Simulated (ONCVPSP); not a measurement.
## LDA (Perdew-Zunger) ONCV dataset for Mg, scalar-relativistic all-electron reference.

The input file (ONCVPSP 4.0.1):

```
# ATOM AND REFERENCE CONFIGURATION
# atsym  z   nc   nv     iexc    psfile
  Mg 12.00    1    4        3      upf
#
#   n    l    f
    1    0    2.00
    2    0    2.00
    2    1    6.00
    3    0    1.00
    3    1    1.00
#
# PSEUDOPOTENTIAL AND OPTIMIZATION
# lmax
    2
#
#   l,   rc,      ep,       ncon, nbas, qcut
    0    1.20    0.00    4    8   10.90
    1    1.45    0.00    4    8    9.10
    2    1.20    0.14    5    8    7.30
#
# LOCAL POTENTIAL
# lloc, lpopt,  rc(5),   dvloc0
    2    5    1.20    0.00
#
# VANDERBILT-KLEINMAN-BYLANDER PROJECTORs
# l, nproj, debl
    0    2    2.40
    1    2    2.80
    2    0    2.70
#
# MODEL CORE CHARGE
# icmod, fcfact, rcfact
    3    3.50    1.35
#
# LOG DERIVATIVE ANALYSIS
# epsh1, epsh2, depsh
   -4.00    5.00    0.02
#
# OUTPUT GRID
# rlmax, drl
    6.00    0.01
#
# TEST CONFIGURATIONS
# ncnf
    4
# nvcnf
#   n    l    f
    4
    2    0    2.00
    2    1    6.00
    3    0    2.00
    3    1    0.00
#
    4
    2    0    2.00
    2    1    6.00
    3    0    1.00
    3    1    0.00
#
    4
    2    0    2.00
    2    1    6.00
    3    0    0.00
    3    1    0.00
#
    4
    2    0    2.00
    2    1    6.00
    3    0    0.00
    3    1    2.00
#
```

Command:

```bash
oncvpsp.x < Mg.dat > Mg.out
```

The program printed (shortened: citation, most of the input echo, consistency checks and plot data are left out):

```
ONCVPSP  (Optimized Norm-Conservinng Vanderbilt PSeudopotential)
scalar-relativistic version 4.0.1

#   n    l    f        energy (Ha)
    1    0    2.00    -4.6139685E+01
    2    0    2.00    -2.9894627E+00
    2    1    6.00    -1.7919452E+00
    3    0    1.00    -2.1203689E-01
    3    1    1.00    -7.8249869E-02

Reference configufation results
  iterations    25
  all-electron total energy (Ha)   -1.99324181D+02

Begin loop to  construct optimized pseudo wave functions
and semi-local pseudopoentials for all angular momenta

Calculating optimized projector #   1

 for l=   0

    Fraction of norm inside rc  0.929727
    Optimizing pswf for qcut=  10.89 a_B^-1,  ecut=  59.32 Ha
    Residual kinetic energy error=  3.79D-08 Ha

    Energy error per electron        Cutoff
         Ha          eV             Ha
         0.01000     0.27211       15.43
         0.00100     0.02721       20.50
         0.00010     0.00272       25.29
         0.00001     0.00027       41.84

Calculating optimized projector #   2

 for l=   0

    Fraction of norm inside rc  0.031805
    Optimizing pswf for qcut=  10.89 a_B^-1,  ecut=  59.32 Ha
    Residual kinetic energy error=  7.36D-08 Ha

    Energy error per electron        Cutoff
         Ha          eV             Ha
         0.01000     0.27211        9.71
         0.00100     0.02721       14.95
         0.00010     0.00272       20.20
         0.00001     0.00027       41.07

Calculating optimized projector #   1

 for l=   1

    Fraction of norm inside rc  0.959590
    Optimizing pswf for qcut=   9.11 a_B^-1,  ecut=  41.49 Ha
    Residual kinetic energy error=  3.26D-05 Ha

    Energy error per electron        Cutoff
         Ha          eV             Ha
         0.01000     0.27211       29.25
         0.00100     0.02721       34.75
         0.00010     0.00272       39.08
         0.00001     0.00027       74.17

Calculating optimized projector #   2

 for l=   1

    Fraction of norm inside rc  0.022261
    Optimizing pswf for qcut=   9.11 a_B^-1,  ecut=  41.49 Ha
    Residual kinetic energy error=  1.05D-05 Ha

    Energy error per electron        Cutoff
         Ha          eV             Ha
         0.01000     0.27211       20.93
         0.00100     0.02721       29.57
         0.00010     0.00272       36.09
         0.00001     0.00027       42.65

   Wellstate for l =  2  n =  3
     eigenvalue =   0.1400
     asymptotic potential =   0.6400
     half-point radius =  8.4132

Calculating optimized projector #   1

 for l=   2

    Fraction of norm inside rc  0.004356
    Optimizing pswf for qcut=   7.31 a_B^-1,  ecut=  26.70 Ha
    Residual kinetic energy error=  2.53D-05 Ha

    Energy error per electron        Cutoff
         Ha          eV             Ha
         0.01000     0.27211        2.13
         0.00100     0.02721        8.20
         0.00010     0.00272       19.50
         0.00001     0.00027       33.50

Construct Vanderbilt / Kleinmman-Bylander projectors

B matrix Hermiticity error, ll=   0
   1   2    1.6341E-04

  Orthonormal projector coefficients  1.3270E+01  4.2355E+00

B matrix Hermiticity error, ll=   1
   1   2    6.0465E-05

  Orthonormal projector coefficients -6.0060E+00 -2.1982E+00

Model core correction analysis
  based on d2Exc/dn_idn_j

d2excae - all-electron derivatives

   -6.699297D-02   -6.158826D-02   -3.685591D-03   -1.491887D-03
   -6.158893D-02   -6.435008D-02   -4.412681D-03   -1.967573D-03
   -3.685190D-03   -4.411666D-03   -4.018184D-02   -2.891181D-02
   -1.491919D-03   -1.967557D-03   -2.891761D-02   -2.992365D-02

d2excps - pseudofunction derivatives with no core correction

   -7.511275D-02   -6.204271D-02   -4.382676D-03   -1.717556D-03
   -6.204393D-02   -6.162763D-02   -4.233968D-03   -1.863565D-03
   -4.382655D-03   -4.232934D-03   -4.022406D-02   -2.891640D-02
   -1.717653D-03   -1.863549D-03   -2.892220D-02   -2.992137D-02

rms 2nd derivative error    2.163875E-03

rmatch, rhocmatch    0.2496   39.5950

Teter function model core charge with specified parameters

d2excps - pseudofunction derivatives with core correction

   -6.862569D-02   -6.054237D-02   -4.005643D-03   -1.664410D-03
   -6.054263D-02   -6.113410D-02   -4.148649D-03   -1.846433D-03
   -4.005307D-03   -4.147609D-03   -4.020210D-02   -2.891337D-02
   -1.664469D-03   -1.846415D-03   -2.891917D-02   -2.992078D-02

rms 2nd derivative error    9.883867E-04

Pseudoatom total energy  -59.685945

Diagnostic tests using Vanderbilt-Kleinman-Bylander pseudopotentials
  1 or more projectors used as specified by nproj input data

   l    rcore       rmatch      e in        delta e   norm test  slope test

   0   1.2037094   1.2402566  -2.9894627   0.0000026   1.0001196   1.0001122
   0   1.2037094   1.2402566  -0.2120369   0.0000035   1.0000354   1.0000297

   1   1.4576627   1.5019205  -1.7919452  -0.0000010   1.0001097   1.0001095
   1   1.4576627   1.5019205  -0.0782499   0.0000017   1.0000296   1.0000261

   2   1.2037094   1.2402566   0.1400000   0.0000115   1.0000010   1.0000010

 Testing for bound ghosts
   n   l    E NL Schr. Eq   E Basis Diag.   E Cutoff

   1   0       -2.989460       -2.989409    181.81
   2   0       -0.212033        0.021287    181.81

   2   1       -1.791946       -1.791867    143.03
   3   1       -0.078248        0.108461    143.03

 Testing for highly-localized positive-energy ghosts
       l    <radius>/rc     E Basis Diag.   E Cutoff

Test configuration 0

   n   l     f        eae           eps        diff
   1   0  2.0000  -46.13968489
   2   0  2.0000   -2.98946266   -2.98946005    2.60D-06
   2   1  6.0000   -1.79194517   -1.79194619   -1.02D-06
   3   0  1.0000   -0.21203689   -0.21203343    3.46D-06
   3   1  1.0000   -0.07824987   -0.07824815    1.72D-06

    Total energies and differences
      AE_ref= -1.99324181D+02  AE_tst= -1.99324181D+02  dif=  0.00D+00
      PS_ref= -5.96859445D+01  PS_tst= -5.96859445D+01  dif=  2.56D-13
      PSP excitation error= -2.56D-13

Test configuration 1

   n   l     f        eae           eps        diff
   1   0  2.0000  -46.06269233
   2   0  2.0000   -2.91364835   -2.91247666    1.17D-03
   2   1  6.0000   -1.71672669   -1.71597978    7.47D-04
   3   0  2.0000   -0.17593428   -0.17591404    2.02D-05

    Total energies and differences
      AE_ref= -1.99324181D+02  AE_tst= -1.99453654D+02  dif= -1.29D-01
      PS_ref= -5.96859445D+01  PS_tst= -5.98154081D+01  dif= -1.29D-01
      PSP excitation error= -9.04D-06

Test configuration 2

   n   l     f        eae           eps        diff
   1   0  2.0000  -46.40272014
   2   0  2.0000   -3.24860302   -3.24836978    2.33D-04
   2   1  6.0000   -2.05116349   -2.05046838    6.95D-04
   3   0  1.0000   -0.42362319   -0.42361484    8.35D-06

    Total energies and differences
      AE_ref= -1.99324181D+02  AE_tst= -1.99156949D+02  dif=  1.67D-01
      PS_ref= -5.96859445D+01  PS_tst= -5.95187177D+01  dif=  1.67D-01
      PSP excitation error=  4.59D-06

Test configuration 3

   n   l     f        eae           eps        diff
   1   0  2.0000  -46.81802584
   2   0  2.0000   -3.65467908   -3.65641842   -1.74D-03
   2   1  6.0000   -2.45595268   -2.45568950    2.63D-04

    Total energies and differences
      AE_ref= -1.99324181D+02  AE_tst= -1.98603932D+02  dif=  7.20D-01
      PS_ref= -5.96859445D+01  PS_tst= -5.89656486D+01  dif=  7.20D-01
      PSP excitation error= -4.67D-05

Test configuration 4

   n   l     f        eae           eps        diff
   1   0  2.0000  -46.20760430
   2   0  2.0000   -3.05660207   -3.05800470   -1.40D-03
   2   1  6.0000   -1.85836197   -1.85935952   -9.98D-04
   3   1  2.0000   -0.09922700   -0.09923078   -3.78D-06

    Total energies and differences
      AE_ref= -1.99324181D+02  AE_tst= -1.99186504D+02  dif=  1.38D-01
      PS_ref= -5.96859445D+01  PS_tst= -5.95482573D+01  dif=  1.38D-01
      PSP excitation error= -1.04D-05
```

The run took about 4.1 s on one core of a shared server CPU.
